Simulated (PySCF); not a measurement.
## Orbital energies and ionisation energy

C3H14Ge2OSi.
Geometry (PBE0-D3(BJ)/def2-SVP, Å), atoms numbered from 1 in this order:
```xyz
21
C3H14Ge2OSi angstrom
C     -1.813   -1.323    0.564
C     -1.390   -0.183   -0.348
C     -2.565    0.669   -0.788
O     -0.466    0.678    0.286
Ge     1.181    0.130    0.748
Si     2.392    2.169    0.957
Ge     2.041   -1.378   -0.960
H     -2.550   -1.974    0.069
H     -0.954   -1.951    0.850
H     -2.263   -0.922    1.486
H     -0.922   -0.621   -1.257
H     -2.219    1.488   -1.434
H     -3.058    1.112    0.092
H     -3.305    0.070   -1.341
H      1.110   -0.620    2.103
H      2.433    2.867   -0.364
H      3.792    1.870    1.390
H      1.744    3.054    1.970
H      1.847   -0.773   -2.363
H      3.550   -1.591   -0.727
H      1.344   -2.751   -0.914
```

Level: CAM-B3LYP/def2-SVPD (PySCF). Frontier orbitals with their largest atomic shares (Löwdin; up to four atoms above 4 %):

```
orbital  ε (eV)                              main atoms
 HOMO−3  -10.30   Ge5 20 %, H15 12 %, O4 11 %, Ge7 10 %
 HOMO−2   -9.97     O4 36 %, C2 14 %, C3 13 %, Ge5 11 %
 HOMO−1   -8.98    O4 31 %, Ge5 19 %, Si6 16 %, H15 7 %
   HOMO   -8.80                                       ?
   LUMO    0.49  Ge7 30 %, Ge5 17 %, Si6 16 %, H21 11 %
 LUMO+1    0.77   Ge5 20 %, Ge7 19 %, Si6 11 %, O4 10 %
 LUMO+2    0.90  Ge5 20 %, Ge7 17 %, Si6 15 %, H15 11 %
```

Task: What vertical ionisation energy does ΔSCF give, and how far is −ε(HOMO) from it?

Result: ΔSCF: 9.33 eV (901 kJ/mol; threshold wavelength 133 nm); ⟨S²⟩ of the doublet left behind is 0.760, against 0.75 for a pure doublet. −ε(HOMO) is 8.80 eV, 0.53 eV below it. In exact Kohn–Sham theory the two would be equal; CAM-B3LYP (range-separated hybrid) falls short of its own ΔSCF value by 6 %.

Task: On which atoms does the HOMO lie?

Result: O4 (oxygen bonded to C and Ge) 29 %, Ge7 (germanium bonded to Ge and 3 H) 22 %, Ge5 (germanium bonded to Ge, O, Si and H) 20 %, C2 (sp3 carbon bound to oxygen) 4 %, so no atom holds as much as 40 %. The HOMO−1 lies 0.18 eV lower.

Task: With α = 138.8 au, estimate the like-pair dispersion coefficient by London's formula C6 = (3/4)α²I.

Result: I = 0.3430 Eh, so C6 ≈ 4960 au, a rough estimate.

Task: Shift the occupied levels rigidly so that −ε(HOMO) equals the ΔSCF value. What binding energies result?

Result: The shift is +0.53 eV: HOMO 9.33, HOMO−1 9.51, HOMO−2 10.50, HOMO−3 10.83 eV. A rigid shift is only a rough guide to the deeper ionisations.

Task: How many of the 10 lowest singlet excitations (vertical TDDFT, same level) lie below the ionisation energy?

Result: All 10; they run from 6.16 to 7.62 eV.

The structure is a single PBE0-D3(BJ)/def2-SVP conformer in the gas phase; no vibrational or solvent corrections. The calculation is non-relativistic, for germanium too.
